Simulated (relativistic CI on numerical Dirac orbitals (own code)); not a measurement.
Computed by Dirac-Coulomb-Breit CI, KLI orbitals optimised for each configuration, model QED, unscaled Slater integrals (own radial code, finite nucleus).

Configurations in the expansion (outside the closed core [Ne]): 3s, 3p, 3d, 4s, 4p, 4d, 4f, 5s, 5p, 5d, 5f, 5g, 6s, 6p, 6d, 7s, 7p. Levels of other configurations are missing.

At this charge energies of transitions that change n are usually good to better than 1 %, and those within a shell (Δn = 0) to a few per cent.

Outline of the computed level scheme of As XXIII. Lowest level of each configuration: 3s 2S_1/2 at 0.000 eV; 3p 2P°_1/2 at 49.738 eV; 3d 2D_3/2 at 124.913 eV; 4s 2S_1/2 at 444.091 eV; 4p 2P°_1/2 at 464.237 eV; 4d 2D_3/2 at 492.400 eV; 4f 2F°_5/2 at 504.840 eV; 5s 2S_1/2 at 637.225 eV; 5p 2P°_1/2 at 647.263 eV.

Some strong electric-dipole decays among the lowest 15 levels: 4f 2F°_7/2 → 3d 2D_5/2 (4.2e+12 s⁻¹); 4f 2F°_5/2 → 3d 2D_3/2 (3.9e+12 s⁻¹); 4d 2D_5/2 → 3p 2P°_3/2 (1.9e+12 s⁻¹); 4d 2D_3/2 → 3p 2P°_1/2 (1.6e+12 s⁻¹); 4p 2P°_1/2 → 3s 2S_1/2 (8.6e+11 s⁻¹); 4p 2P°_3/2 → 3s 2S_1/2 (7.9e+11 s⁻¹); 4s 2S_1/2 → 3p 2P°_3/2 (7.6e+11 s⁻¹); 5p 2P°_1/2 → 3s 2S_1/2 (5.0e+11 s⁻¹).
